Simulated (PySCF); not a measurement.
**Frontier orbitals and the lowest excitations**

C2H5FSi.
SMILES with atom numbers: `[F:1][C@@H:2]1[CH2:3][SiH2:4]1` (hydrogens: H5 on C2; H6, H7 on C3; H8, H9 on Si4)

Level of theory: PySCF 2.14.0, density-fitted response routines, TDDFT CAM-B3LYP/def2-SVPD, vertical, gas phase, core orbitals frozen in the response. Geometry: PBE0-D3(BJ)/def2-SVP; no solvent, vibrations or thermal averaging.

Kohn–Sham orbitals with the atoms that hold most of them (Löwdin shares over 4%, at most four atoms; ? is withheld):

```tsv
orbital	ε (eV)	atoms
LUMO+2	1.59	Si4 26%, H8 18%, C2 16%, C3 9%
LUMO+1	1.34	Si4 46%, H9 14%, C3 8%, H8 8%
LUMO	?	?
HOMO	-8.39	Si4 29%, C2 27%, C3 19%, F1 12%
HOMO-1	-9.81	?
HOMO-2	-11.55	Si4 38%, H8 25%, H9 22%, C3 8%
HOMO-3	-12.14	F1 40%, C2 18%, C3 14%, H5 11%
```

**Question.** Which atoms hold the LUMO, and with what shares?

**Answer.** Si4 (bonded to 2 C and 2 H) 38%; C3 (bonded to C, Si and 2 H) 14%; H9 (bonded to Si) 12%; H8 (bonded to Si) 12%. By element: silicon 38%, hydrogen 24% or more, carbon 14% or more.

**Question.** Give the leading atoms of the HOMO-1.

**Answer.** C3 (bonded to C, Si and 2 H) 34%; C2 (bonded to C, F, Si and H) 20%; F1 (bonded to C) 18%; Si4 (bonded to 2 C and 2 H) 13%. By element: carbon 55%, fluorine 18%, silicon 13%.

**Question.** What is the LUMO energy, and the HOMO–LUMO gap?

**Answer.** ε(LUMO) = 0.90 eV; the gap is 9.29 eV (0.3414 hartree).

**Question.** The HOMO–LUMO gap is 9.29 eV. Where does the response calculation put the lowest singlet, and from which orbitals?

**Answer.** S1 is at 6.40 eV (f = 0.055), 2.89 eV below the gap, made of HOMO→LUMO+3 (32%), HOMO→LUMO (26%), HOMO→LUMO+2 (22%). Without the coupling terms of the response equations the lowest excitation would equal the gap.

Next come S2 at 6.41 eV (f 0.135), HOMO→LUMO (67%), HOMO→LUMO+2 (17%); S3 at 6.54 eV (f 0.0063), HOMO→LUMO+1 (56%), HOMO→LUMO+3 (38%); S4 at 7.06 eV (f 0.031), HOMO→LUMO+2 (54%), HOMO→LUMO+1 (23%), HOMO→LUMO+3 (13%); S5 at 7.24 eV (f 0.0066), HOMO-1→LUMO (69%), HOMO→LUMO+4 (22%).
